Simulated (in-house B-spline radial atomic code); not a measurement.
LDA VWN5 excitations of Br VI (Br5+)

Method: LDA VWN5. Computed with an all-electron radial atomic-structure program (B-spline basis): linear response of the closed shell [Ar] 3d10 4s2 with the functional's adiabatic kernel; non-relativistic, point nucleus, no spin-orbit coupling, no double excitations, S, P, D and F terms only; shells from n = 2 respond. Only terms of natural parity with L up to 3 were computed.

Without relativity these are model numbers for so heavy an element.

Command:
```bash
python run_td.py task.json out
```
Settings (radii: box in bohr, nucleus in fm):
```
Z                        35
electrons                30
configuration            [Ar] 3d10 4s2
hamiltonian              nr
method                   lda,vwn
box_radius               16.35
intervals                54
```

Time taken, with all properties: 1.1 s on 1 thread of Arm Neoverse N1 (shared host).

The lowest states, in the order of their Tamm-Dancoff energies; the method's threshold (minus the highest occupied level) is 80.29 eV. Labels give the largest channel, * marks a mixed state, and oscillator strengths are full-response dipole values. Semilocal kernels can invert the small singlet-triplet splittings of Rydberg terms. Energies in eV:

```tsv
state	full response	Tamm-Dancoff	oscillator strength
4s → 4p 3P	13.049	13.154	-
4s → 4p 1P	?	?	?
4s → 4d 3D	?	?	-
4s → 4d 1D	37.51	37.53	-
4s → 5s 3S	44.25	44.26	-
4s → 5s 1S	45.07	45.11	-
4s → 5p 3P	49.53	49.54	-
4s → 5p 1P	49.78	49.84	0.0809
4s → 4f 3F	53.86	53.87	-
4s → 4f 1F	54.04	54.05	-
4s → 5d 3D	57.73	57.73	-
4s → 5d 1D	57.93	57.93	-
4s → 6s 3S	60.27	60.27	-
4s → 6s 1S	60.50	60.51	-
4s → 6p 3P	62.54	62.55	-
4s → 6p 1P	62.63	62.64	0.0358
```

Q: Where does 4s → 4d 3D lie?

A: At 35.88 eV in full response, 35.91 eV in Tamm-Dancoff.

Q: Where does 4s → 4p 1P lie?

A: At 18.347 eV in full response, 19.101 eV in Tamm-Dancoff, oscillator strength 1.51.

Q: How large is the singlet-triplet splitting of 4s → 4p (P terms) in Tamm-Dancoff?

A: 5.95 eV, from the unrounded values.

Q: What polarisabilities and dispersion coefficient does the method give?

A: Dipole 3.685 bohr³, quadrupole 5.102 bohr⁵, C6 8.181 hartree·bohr⁶ for two such species.
